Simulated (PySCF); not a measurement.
# Zr⁺ (zirconium, charge +1): UHF calculation

Configuration: [Kr] 4d2 5s1, high-spin 4F determinant. Calculation: PySCF 2.14, in aug-cc-pVDZ-PP with ECP28MDF (5s5p4d2f, 54 functions); scalar relativity through the core potential.

- Total energy: -46.110366 hartree
- One-electron energy: -74.7233 hartree
- Hartree (Coulomb) energy: 33.8400 hartree
- Exchange energy: -5.2270 hartree
- ⟨S²⟩: 3.7538
- ⟨L²⟩: 12.038
- Sum of ⟨r⟩: 18.64 bohr
- Sum of ⟨r²⟩: 41.59 bohr²
- Time after the integrals: 0.24 s of wall time on 1 thread of Neoverse-V1 (shared host)

```tsv
shell	electrons	mean orbital energy (eV)	rms radius, mean of both spins (bohr)
4s α	1	-75.876	1.31
4s β	1	-73.402	1.31
4p α	3	-48.832	1.48
4p β	3	-45.677	1.48
4d α	2	-15.463	2.29
5s α	1	-12.400	3.82
```

Energies and moments cover only the electrons outside the core potential.
